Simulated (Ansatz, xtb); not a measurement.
## C5H4N2S2: which of two isomers lies lower

Structure I: `N#Cc1nscc1CS`, a singlet. Structure II: `Cc1csc2nsnc12`, a singlet. Both are isolated molecules in the gas phase, relaxed with r2SCAN-D4/def2-SVP, each in the lowest conformer that the search found.

Which of the two would you expect CCSD(T)/def2-SVP + ΔMP2/def2-TZVPP electronic energies to favour?

Structure II; the calculation gives E(II) − E(I) = −39.2 kJ/mol.

Level by level:

| level | geometry | E(II) − E(I) (kJ/mol) | departure from the last row (kJ/mol) | job, with rough time for the two |
| --- | --- | --- | --- | --- |
| GFN2-xTB | GFN2-xTB | −135.7 | −96.6 | optimisation, 0.23 s |
| HF/STO-3G | GFN2-xTB | −72.3 | −33.2 | single point, 0.56 s |
| r2SCAN-D4/def2-SVP//GFN2-xTB | GFN2-xTB | −62.9 | −23.7 | single point, 5.3 s |
| r2SCAN-D4/def2-SVP | r2SCAN-D4/def2-SVP | −61.7 | −22.6 | optimisation, 54 s |
| HF/def2-SVP | r2SCAN-D4/def2-SVP | +16.1 | +55.3 | part of the CCSD(T) run |
| MP2/def2-SVP | r2SCAN-D4/def2-SVP | −13.8 | +25.3 | part of the CCSD(T) run |
| CCSD(T)/def2-SVP | r2SCAN-D4/def2-SVP | −11.7 | +27.5 | single point |
| CCSD(T)/def2-SVP + ΔMP2/def2-TZVPP | r2SCAN-D4/def2-SVP | −39.2 |  | single point, 2.1 min |

As drawn, II has 1 C∷C, 1 C∷S, 1 C∷N, 1 N∷S, 1 C–H in place of 1 C≡N, 1 C–C, 1 C–S, 1 S–H (∷ is an aromatic bond). Structure I has a 5-membered ring (with an aromatic ring), II 2 5-membered rings (with an aromatic ring).

HF/def2-SVP puts the two in the other order. The largest departure from CCSD(T)/def2-SVP + ΔMP2/def2-TZVPP is that of GFN2-xTB, 96.6 kJ/mol. The last row adds to CCSD(T) the change of the MP2 difference between the two basis sets, here −27.5 kJ/mol, a large step that makes the value less sure.

With thermal terms from frequencies at re-optimised GFN2-xTB minima (ideal gas, soft modes damped towards free rotors, one conformer each, 298.15 K, 1 atm): on the last row, ΔE + ΔZPE = −27.7, ΔH = −30.7, ΔG = −23.1 kJ/mol.

The correlated steps freeze 17 core orbitals. Codes used: Ansatz 0.2.0, xtb 6.7.1; the last row on 4 threads of Arm Neoverse V1 on a shared host.
